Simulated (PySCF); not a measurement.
## F2H5PSi2: core ionisation energies

Compound: F2H5PSi2.
SMILES with atom numbers: `[F:1][SiH:2]([F:3])[SiH2:4][PH2:5]`

Theory: PySCF 2.14.0, delta-SCF UKS SCAN, pcX-2 on the ionised atom, pcseg-1 elsewhere, spin-free X2C. These are vertical core ionisation energies against the vacuum level, from separate self-consistent calculations with and without the core hole.

**Question.** List the computed XPS lines with their assignment.

**Answer.** 
| atom(s) | environment | level | binding energy (eV) | 2p1/2 (eV) | above the level's lowest (eV) | count |
| --- | --- | --- | --- | --- | --- | --- |
| P5 | three-coordinate phosphorus | P 1s | 2150.12 | – | 0.00 | 1 |
| Si2 | fluorine-bound silicon | Si 1s | 1848.61 | – | +1.97 | 1 |
| Si4 | SiH2 silicon | Si 1s | 1846.64 | – | 0.00 | 1 |
| F1/F3 | silicon-bound fluorine | F 1s | 692.48 | – | 0.00 | 2 |
| P5 | three-coordinate phosphorus | P 2p3/2 | 136.64 | 137.53 | 0.00 | 1 |
| Si2 | fluorine-bound silicon | Si 2p3/2 | 108.54 | 109.17 | +1.56 | 1 |
| Si4 | SiH2 silicon | Si 2p3/2 | 106.98 | 107.61 | 0.00 | 1 |

Lowest listed Si 1s: Si4, bonded to 2 H, P and Si. Highest, 1.97 eV above it: Si2, bonded to 2 F, H and Si. Summing the Pauling electronegativity differences to the bonded atoms, each weighted by its formal bond order, gives +0.89 for the lowest site and +4.46 for the highest.

Lowest listed Si 2p3/2: Si4, bonded to 2 H, P and Si. Highest, 1.56 eV above it: Si2, bonded to 2 F, H and Si.

**Question.** Which effective nuclear charge Zeff reproduces each element's mean 1s value in the hydrogen-like formula E = 13.606 eV × Zeff²?

**Answer.** F (Z = 9): mean 692.5 eV, Zeff = 7.13, Z − Zeff = 1.87; Si (Z = 14): mean 1847.6 eV, Zeff = 11.65, Z − Zeff = 2.35; P (Z = 15): mean 2150.1 eV, Zeff = 12.57, Z − Zeff = 2.43. Means run over the listed sites, weighted by atom count.

**Question.** Which photon wavelength matches the F 1s of F1/F3 threshold?

**Answer.** λ = hc/E = 12398.42 eV Å / 692.48 eV = 17.904 Å.

The first atom of each set that the bonding makes equivalent was ionised and stands for the set. The 2p values add to the ΔSCF energy of one spin-free hole a correction within the shell (spin–orbit coupling, ligand field). 2p1/2 minus 2p3/2 (ligand field included): Si 0.63 eV (mean over sites), P 0.89 eV. Geometry: GFN2-xTB, one conformer, isolated molecule.

Shape of the structure used: `[F:1][SiH:2]([F:3])[SiH2:4][PH2:5]`: F1–Si2–Si4–P5 54°, H–P5–Si4–Si2 -46°, H–P5–Si4–Si2 47°.
